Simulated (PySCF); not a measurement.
input.py for KLi⁻

Input:

```python
from pyscf import gto, dft

mol = gto.M(
    atom='K 0 0 0; Li 0 0 2.997',
    basis='def2-tzvp',
    charge=-1,
    spin=1,
    verbose=3,
)
mf = dft.UKS(mol, xc='camb3lyp')
mf = mf.density_fit(auxbasis='def2-universal-jkfit')
mf.kernel()
mf.stability(internal=True, external=True)
mf.dip_moment()
print('orbital energies (hartree):', [e[max(0, n-3):n+3].round(4) for e, n in zip(mf.mo_energy, mol.nelec)])
```

```bash
$ OMP_NUM_THREADS=1 python input.py
```

The log (some set-up lines and the per-cycle HOMO/LUMO lines with their warnings removed):

```
converged SCF energy = -607.429999805036  <S^2> = 0.80310728  2S+1 = 2.0524203
<class 'pyscf.df.df_jk.DFUKS'> wavefunction is stable in the internal stability analysis
<class 'pyscf.df.df_jk.DFUKS'> wavefunction is stable in the real -> complex stability analysis

WARN: System has nonzero charge -1; the dipole moment is origin-dependent.
Location of origin: [0. 0. 0.]

Dipole moment(X, Y, Z, Debye):  0.00000,  0.00000, -5.03642
orbital energies (hartree): [array([-0.6776, -0.0394,  0.0075,  0.1301,  0.1301,  0.1332]), array([-0.6773, -0.6773, -0.0316,  0.0917,  0.1311,  0.1311])]
```

In short: E(SCF) = -607.430000 Eh, ⟨S²⟩ = 0.803, internal stable; real -> complex stable.

Run time: 13 s on 1 thread of Arm Neoverse V2 (shared host), peak memory 0.24 GiB.

The basis has no diffuse functions, which an anion needs. The bond length is a typed value, not an optimised one. The dipole of an ion depends on the origin. No search for the lowest solution was made.
